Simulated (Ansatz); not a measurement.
One change: `[SiH3][Se][GeH3]` becomes `[SiH3][O][GeH3]`.

Ansatz, PBE0-D4/def2-TZVP geometries, multiplicity 1. 

Scalar relativity is left out up to krypton.

```csv
property,`[SiH3][Se][GeH3]`
HOMO–LUMO gap (ωB97M-V/def2-TZVPP) / eV,10.46
size of the dipole moment (ωB97M-V/def2-TZVPP) / D,1.09
HOMO–LUMO gap (PBE/def2-TZVPP) / eV,4.59
HOMO energy (ωB97M-V/def2-TZVPP) / eV,-9.11
HOMO energy (PBE/def2-TZVPP) / eV,-5.88
HOMO–LUMO gap (PBE0/def2-TZVPP) / eV,6.56
```

(1) Give the same properties after the change, and the shifts. (An estimate is asked.)

Results:

(1) Computed: 
```csv
property,`[SiH3][O][GeH3]`,shift
HOMO–LUMO gap (ωB97M-V/def2-TZVPP) / eV,12.27,1.81
size of the dipole moment (ωB97M-V/def2-TZVPP) / D,1.30,0.21
HOMO–LUMO gap (PBE/def2-TZVPP) / eV,5.89,1.30
HOMO energy (ωB97M-V/def2-TZVPP) / eV,-10.77,-1.66
HOMO energy (PBE/def2-TZVPP) / eV,-7.02,-1.14
HOMO–LUMO gap (PBE0/def2-TZVPP) / eV,8.21,1.65
```

With PBE0 the HOMO falls by 1.47 eV and the LUMO rises by 0.18 eV, so the gap widens by about 1.65 eV. PBE moves the HOMO by -1.14 eV and ωB97M-V by -1.66 eV. Dipoles are sizes alone; their direction can turn.

Spin–orbit coupling is left out; it splits and shifts lone-pair levels of the heavy atoms by tenths of an eV.
